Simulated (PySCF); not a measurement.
**Tc (technetium, neutral): UHF calculation**

Configuration: [Kr] 4d4 5s2 5p1, one real determinant (an excited configuration). Calculation: PySCF 2.14, in aug-cc-pVTZ-PP with ECP28MDF (6s6p5d3f2g, 88 functions); a scalar-relativistic core potential.

- Total energy: -79.599855 hartree
- One-electron energy: -135.2348 hartree
- Hartree (Coulomb) energy: 63.6671 hartree
- Exchange energy: -8.0322 hartree
- ⟨S²⟩: 8.7919
- ⟨L²⟩: 8.012
- Sum of ⟨r⟩: 26.19 bohr
- Sum of ⟨r²⟩: 67.09 bohr²
- Traceless quadrupole moment −½Σ⟨3z² − r²⟩ along its main axis: -6.98 e·bohr²

| shell | electrons | mean orbital energy (hartree) | spread (hartree) | rms radius, mean of both spins (bohr) |
| --- | --- | --- | --- | --- |
| 4s α | 1 | -3.61562 | 0 | 1.13 |
| 4s β | 1 | -3.36483 | 0 | 1.13 |
| 4p α | 3 | -2.40161 | 0.04033 | 1.26 |
| 4p β | 3 | -2.08193 | 0.04635 | 1.26 |
| 4d α | 4 | -0.67265 | 0.03074 | 1.71 |
| 5s α | 1 | -0.37910 | 0 | 3.49 |
| 5s β | 1 | -0.26846 | 0 | 3.49 |
| 5p α | 1 | -0.19569 | 0 | 4.36 |

⟨L²⟩ = 8.01 against 12 for a pure F term, so this real determinant mixes terms. Energies and moments cover only the electrons outside the core potential.
